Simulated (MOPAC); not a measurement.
MOPAC input (PM7):

```
PM7 PRECISE GNORM=0.05 LET XYZ GEO-OK AUX(PRECISION=9) THREADS=1
CH4Si

C    -1.14981457 1   -0.05477791 1   -0.04502006 1
Si    0.54785519 1    0.02610017 1    0.02145083 1
H    -1.76847219 1    0.83159725 1   -0.09957680 1
H    -1.68390593 1   -0.99607076 1   -0.03559828 1
H     1.39794796 1   -1.17454559 1    0.09584332 1
H     1.28334497 1    1.30228411 1    0.00914054 1
```

From the last part of the output:

```
                                                       MOPAC v23.2.5 Linux

          FINAL HEAT OF FORMATION =         30.53759 KCAL/MOL =     127.76926 KJ/MOL

          COSMO AREA              =         91.53 SQUARE ANGSTROMS
          COSMO VOLUME            =         77.87 CUBIC ANGSTROMS

          GRADIENT NORM           =          0.00960          =       0.00392 PER ATOM
          IONIZATION POTENTIAL    =          9.682813 EV
          HOMO LUMO ENERGIES (EV) =         -9.683 -0.567
          NO. OF FILLED LEVELS    =          6
          MOLECULAR WEIGHT        =         44.1281         POINT GROUP:  C2v

          MOLECULAR DIMENSIONS (Angstroms)

            Atom       Atom       Distance
            H     5    H     3     3.67328
            H     6    H     4     3.45916
            H     3    H     4     0.00000

          SCF CALCULATIONS        =         13

   ATOM   CHEMICAL          X               Y               Z
  NUMBER   SYMBOL      (ANGSTROMS)     (ANGSTROMS)     (ANGSTROMS)

     1       C         -1.07815391  *  -0.05136679  *  -0.04221415  *
     2      Si          0.52096360  *   0.02482014  *   0.02039787  *
     3       H         -1.75878658  *   0.80765139  *  -0.09838918  *
     4       H         -1.67647424  *  -0.97130342  *  -0.03611589  *
     5       H          1.33595493  *  -1.16185973  *   0.09289805  *
     6       H          1.22279673  *   1.28375830  *   0.00728788  *

                             CARTESIAN COORDINATES

   1    C       -1.078153906    -0.051366789    -0.042214152
   2   Si        0.520963604     0.024820137     0.020397875
   3    H       -1.758786581     0.807651391    -0.098389178
   4    H       -1.676474239    -0.971303422    -0.036115886
   5    H        1.335954926    -1.161859731     0.092898049
   6    H        1.222796728     1.283758301     0.007287880

           Empirical Formula: C H4 Si  =     6 atoms

      MOLECULAR POINT GROUP   :   C2v

                  EIGENVALUES
 -24.60892 -16.03616 -14.58703 -12.89764 -12.29085  -9.68281  -0.56652   3.07074
   3.19695   5.85993   6.46216   7.31915  20.81607  21.33903  21.60633  22.36155
  22.50785

              NET ATOMIC CHARGES AND DIPOLE CONTRIBUTIONS

  ATOM NO.   TYPE          CHARGE      No. of ELECS.   s-Pop       p-Pop       d-Pop
    1          C          -0.447577        4.4476     1.10494     3.34264
    2         Si           0.063120        3.9369     0.88347     2.92703     0.12638
    3          H           0.165742        0.8343     0.83426
    4          H           0.165741        0.8343     0.83426
    5          H           0.026487        0.9735     0.97351
    6          H           0.026487        0.9735     0.97351
 DIPOLE           X         Y         Z       TOTAL
 POINT-CHG.     0.067     0.003     0.003     0.067
 HYBRID        -0.200    -0.010    -0.008     0.200
 SUM           -0.133    -0.006    -0.005     0.134

          ATOMIC ORBITAL ELECTRON POPULATIONS

     Atom    s        px        py        pz      x^2-y^2     xz        z^2       yz        xy
    1  C   1.10494   1.16645   1.15309   1.02310
    2 Si   0.88347   0.92242   1.04479   0.95982   0.03096   0.01757   0.01669   0.00020   0.06096
    3  H   0.83426
    4  H   0.83426
    5  H   0.97351
    6  H   0.97351

 **********************
 *                    *
 * JOB ENDED NORMALLY *
 *                    *
 **********************

 == MOPAC DONE ==
```
